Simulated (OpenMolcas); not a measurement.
# What dynamic correlation does to the levels of I⁺

| Quantity | Value |
| --- | --- |
| Program | OpenMolcas 26.06 |
| Basis | ANO-RCC-VQZP [8s7p5d3f2g] |
| Scalar Hamiltonian | DKH2, point nucleus |
| Active space | 4 electrons in 3 orbitals (5p) |
| State averaging | 2S+1 = 3 even, 3 roots; 2S+1 = 1 even, 6 roots |
| Spin-orbit coupling | RASSI with atomic mean-field integrals over the reference wave functions, term energies averaged over their components |

Methods on the same reference wave functions:
A. CASSCF
B. SS-CASPT2, IPEA 0.25 Eh, imaginary shift 0.1 Eh (closed shells correlated: 4d 5s)

Energies in cm⁻¹ above 5s² 5p⁴ ³P₂, the measured ground level; measured values from NIST Handbook of Basic Atomic Spectroscopic Data.

| Level | A | B | Measured |
| --- | --- | --- | --- |
| 5s² 5p⁴ ³P₂ | 0.0 | 0.0 | 0.0 |
| 5s² 5p⁴ ³P₁ | 6231 | 6410 | 7087 |
| 5s² 5p⁴ ³P₀ | 6570 | 6240 | 6448 |
| 5s² 5p⁴ ¹D₂ | 15496 | 13370 | 13727 |
| 5s² 5p⁴ ¹S₀ | 33155 | 28950 | 29501 |

Deviations, from unrounded energies. A percentage is the sum of absolute deviations over the sum of measured energies, with the sign that they share, or ± where signs differ.

| Against measurement | Levels | A | B |
| --- | --- | --- | --- |
| mean absolute deviation (cm-1) | 4 | 1600 | 450 |
| fine structure of the ground term (%) | 2 | ±7.2 | -6.5 |
| other terms of the ground configuration (%) | 2 | +12.5 | -2.1 |

B lies closest to measurement on these levels. The largest miss of B in the table is 5s² 5p⁴ ³P₁, by -670 cm-1. The ranking rests on the paired levels alone, and a cruder setting can come out closer through cancelling errors.

From A to B the spin-free energies of the other terms of 5s² 5p⁴ shown, above ³P, scale by factors of 0.77 to 0.82.

The lowest spin-free term lies below A's lowest term by 0.610 hartree in B.

CASPT2 breaks the degeneracy within a term, and the mean is taken; among the terms shown or strongly mixed into the levels shown the widest spread is 180 cm-1 (5s² 5p⁴ ¹D, B). With the s shell closed, the reference lacks s² → p² mixing. Measured partners are found by configuration, term and J. A level has none where our copy of the source lacks it or the pairing is in doubt (some pairs that miss far off the trend of their configuration count as doubtful), and it then counts in no deviation. Levels of configurations outside the active space are missing.
